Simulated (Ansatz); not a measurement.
Molecule: C2HF4 (charge 0, doublet). It need not be the lowest isomer of its formula. SMILES: FC(F)(F)[CH]F
Coordinates optimised at B3LYP-D3(BJ)/def2-TZVP (Ansatz, an electronic-structure program):
```
C
F 1 1.3438
F 1 1.3439 2 108.66
F 1 1.3540 2 106.64 3 115.73
C 1 1.4864 2 112.03 4 123.61
F 5 1.3270 1 115.84 2 -55.85
H 5 1.0801 6 116.75 1 155.98
```
Charge 0, spin multiplicity 2.

Computed values are from Ansatz. Correlated levels leave the core frozen unless marked. Open shells are spin-unrestricted. Spin-orbit coupling is left out. No relativistic terms. CBS marks a two-point X^-3 extrapolation of the correlation energy; Hartree-Fock from the larger set. The bracket is a focal-point correction in the basis named.

```
Property                                                                            Value
---------------------  ------------------------------------------------------------------
atomisation energy De  2722.7 kJ/mol at RI-MP2/CBS(cc-pVTZ,cc-pVQZ)+[CCSD(T)-MP2]/cc-pVTZ
total energy            -475.7832 Eh at RI-MP2/CBS(cc-pVTZ,cc-pVQZ)+[CCSD(T)-MP2]/cc-pVTZ
dipole moment                                               1.80 D at CCSD(T)/aug-cc-pVDZ
T1 diagnostic                                                       0.014 at CCSD/cc-pVTZ
```
